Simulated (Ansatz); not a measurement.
Abridged output of a molecular run in Ansatz:

```
Functional definition: HF
1152 factors; integrals over basis functions are off by at most 1.4e-3 eV
mean field evaluation 1: about -51581.5511 eV, gradient 3.2e1 eV
mean field evaluation 2: about -51581.6524 eV, gradient 3.2e1 eV
mean field evaluation 4: about -51584.5529 eV, gradient 4.0e0 eV
mean field evaluation 8: about -51584.6005 eV, gradient 3.1e-4 eV
mean field -51584.60045977 eV, -1895.6991015985 hartree, gradient 6.6e-6 eV, S^2 0.000000; 0 other end points of the search recorded, 0 dependent functions left out
8 core orbitals not correlated: weight in the atoms' cores, before any rotation towards them, 1.000 or more for the frozen orbitals, at most 0.000 for the correlated occupied ones
reference -51584.60045977 eV, -1895.6991015985 hartree; 20, 20 occupied and 85, 85 virtual orbitals, 1152 factors
second order -22.36251548 eV of doubles, -0.00000000 eV of singles
cycle   1  -22.10579287 eV  change    2.6e-1 eV  update   1.2e-1
cycle   2  -22.77800923 eV  change   -6.7e-1 eV  update   4.4e-2
cycle   3  -22.93307715 eV  change   -1.6e-1 eV  update   2.0e-2
cycle   4  -22.92815293 eV  change    4.9e-3 eV  update   5.6e-3
cycle   5  -22.92654500 eV  change    1.6e-3 eV  update   2.9e-3
cycle   6  -22.92661225 eV  change   -6.7e-5 eV  update   7.8e-4
cycle   7  -22.92613020 eV  change    4.8e-4 eV  update   2.8e-4
cycle   8  -22.92597355 eV  change    1.6e-4 eV  update   9.3e-5
cycle   9  -22.92596560 eV  change    8.0e-6 eV  update   3.1e-5
perturbative correction -0.69696151 eV, -0.0256128629 hartree
Total energy: -51608.22338687 eV, -1896.5672281573 hartree
```

Its atoms:

```xyz
12

C    -0.846    0.353   -1.040
C     0.384    0.057   -0.185
C     0.209    0.613    1.226
Zn    0.853   -1.854   -0.184
H    -0.723    0.032   -2.078
H    -1.741   -0.142   -0.651
H    -1.065    1.430   -1.058
H     1.242    0.568   -0.643
H    -0.623    0.133    1.752
H     1.102    0.480    1.843
H    -0.013    1.688    1.202
H     1.220   -3.358   -0.183
```

Which basis set was used?
A. def2-TZVPP
B. def2-SVPD
C. def2-SVP
D. cc-pV(T+d)Z

C. It gives 113 functions.

Write the keys of the input that set method, charge and spin (a neutral closed shell needs none for the last two).


```yaml
correlation: {method: ccsd_t}
```
